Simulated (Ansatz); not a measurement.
CH6BClGeO, SMILES `ClBC[O][GeH3]`. The species carries charge 0 and has multiplicity 1. All single points use the PBE0-D4/def2-TZVP geometry. It is one conformer, not always the lowest.

```xyz
11

Cl    0.168   -3.091    1.149
B     0.511   -1.396    0.894
C     0.381   -0.815   -0.549
O     0.699    0.555   -0.690
Ge   -0.529    1.754   -0.214
H     0.850   -0.756    1.841
H    -0.613   -1.061   -0.964
H     1.076   -1.384   -1.186
H    -1.762    1.568   -1.119
H    -0.928    1.515    1.256
H     0.147    3.111   -0.418
```

(1) What is the dipole moment at B3LYP/def2-TZVPP? (Estimate.)

(2) And with PBE, r2SCAN, ωB97M-V? (Estimate.)

(3) Give the Mulliken charges with B3LYP, r2SCAN, PBE in def2-TZVPP. (Estimate.)

## Answers

(1) Computed: 1.14 D, with components (-0.88, 0.70, -0.16) D in this frame, pointing from negative to positive charge.

(2) The calculation gave: PBE 1.05 D, r2SCAN 1.13 D, ωB97M-V 1.17 D.

(3) The calculation gave: 
```tsv
atom	B3LYP	r2SCAN	PBE
Cl1	-0.14	-0.14	-0.12
B2	0.06	0.11	0.05
C3	0.02	0.06	-0.01
O4	-0.42	-0.43	-0.35
Ge5	0.29	0.30	0.26
H6	0.04	0.01	0.02
H7	0.09	0.07	0.09
H8	0.09	0.06	0.10
H9	-0.02	-0.03	-0.02
H10	-0.02	-0.02	-0.02
H11	0.00	0.00	0.00
```

B3LYP here is the variant with VWN-RPA as its local correlation; programs differ in this.
